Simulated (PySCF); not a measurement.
Compound: (HBe-mu-H)2.
Z-matrix (Å and degrees, PBE0-D3(BJ)/def2-SVP geometry), rows numbered from 1:
```
Be
H   1  1.3381
H   1  1.4824  2  133.34
Be  3  1.4847  1   86.13  2  -179.54
H   4  1.3381  3  132.62  1   179.74
H   4  1.4817  3   93.85  1    -0.15
```

The closed-shell ground state was solved at several levels (PySCF, density fitting, gas phase, non-relativistic).

```
           level  basis functions  HOMO (eV)  LUMO (eV)  gap (eV)  dipole (D)
   PBE0/pcSseg-1               44      -8.81      -2.39      6.42        0.02
     B3LYP/pcJ-1               62      -8.58      -1.57      7.01        0.02
wB97X-D/pcSseg-1               44     -10.79      -0.55     10.24        0.02
```

Task: What might B3LYP/def2-SVPD (56 basis functions) give for the same quantities?

Result: HOMO -8.57 eV, LUMO -2.68 eV, gap 5.89 eV, dipole 0.02 D.

Task: Over all these levels, which gives the widest orbital gap and which the narrowest?

Result: wB97X-D/pcSseg-1 (range-separated hybrid) has the widest, 10.24 eV, and B3LYP/def2-SVPD (global hybrid, 20 % exact exchange) the narrowest, 5.89 eV. Functional and basis both differ between the two, so the spread mixes both effects.

Task: How far do the dipole and the HOMO energy spread over the levels?

Result: The dipole runs from 0.02 to 0.02 D (mean 0.02 D) and the HOMO from -10.79 to -8.57 eV.
